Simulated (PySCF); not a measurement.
PySCF 2.14 output of an unrestricted r2SCAN calculation on a single atom or ion in x2c-TZVPPall, with scalar relativity by spin-free X2C-1e:

```
SCF conv_tol = 1e-09
number electrons alpha = 36  beta = 28
    J. W. Furness, A. D. Kaplan, J. Ning, J. P. Perdew, and J. Sun.,  J. Phys. Chem. Lett. 11, 8208-8215 (2020)
    J. W. Furness, A. D. Kaplan, J. Ning, J. P. Perdew, and J. Sun.,  J. Phys. Chem. Lett. 11, 9248-9248 (2020)
    J. W. Furness, A. D. Kaplan, J. Ning, J. P. Perdew, and J. Sun.,  J. Phys. Chem. Lett. 11, 8208-8215 (2020)
    J. W. Furness, A. D. Kaplan, J. Ning, J. P. Perdew, and J. Sun.,  J. Phys. Chem. Lett. 11, 9248-9248 (2020)
cycle= 1 E= -11270.758495709  delta_E= -0.0272  |g|= 0.229  |ddm|= 0.562
cycle= 2 E= -11270.7580748803  delta_E= 0.000421  |g|= 0.335  |ddm|= 0.492
cycle= 3 E= -11270.7699668821  delta_E= -0.0119  |g|= 0.0178  |ddm|= 0.189
cycle= 4 E= -11270.7711035324  delta_E= -0.00114  |g|= 0.0105  |ddm|= 0.181
cycle= 5 E= -11270.7713145379  delta_E= -0.000211  |g|= 0.00706  |ddm|= 0.129
cycle= 6 E= -11270.7713318685  delta_E= -1.73e-05  |g|= 0.00215  |ddm|= 0.0184
cycle= 7 E= -11270.7713355803  delta_E= -3.71e-06  |g|= 0.00058  |ddm|= 0.0105
cycle= 8 E= -11270.7713365811  delta_E= -1e-06  |g|= 9.32e-05  |ddm|= 0.00924
cycle= 9 E= -11270.7713366034  delta_E= -2.23e-08  |g|= 2.57e-05  |ddm|= 0.000677
cycle= 10 E= -11270.7713366046  delta_E= -1.23e-09  |g|= 9.38e-06  |ddm|= 0.000261
cycle= 11 E= -11270.7713366051  delta_E= -5.02e-10  |g|= 9.39e-06  |ddm|= 8.53e-05
converged SCF energy = -11270.7713366051  <S^2> = 20.642733  2S+1 = 9.1417137
```

The run itself started from symmetry-adapted Hartree-Fock orbitals and held the occupation by maximum overlap, on a logarithmic radial grid, so the iterations belong to that start.

Question: Which element, charge and spin multiplicity is this?

Answer: Gd (gadolinium, neutral), multiplicity 9; the state was [Xe] 4f7 6s2 6p1, high-spin 9P determinant (an excited configuration).

⟨L²⟩ = 4.39 against 2 for a pure P term, so this real determinant mixes terms. Spin-orbit coupling, absent here, splits the open shell strongly. ⟨S²⟩ = 20.64 against 20.00 shows spin contamination. The s, p, d and f populations moved away from the nominal configuration during the SCF.
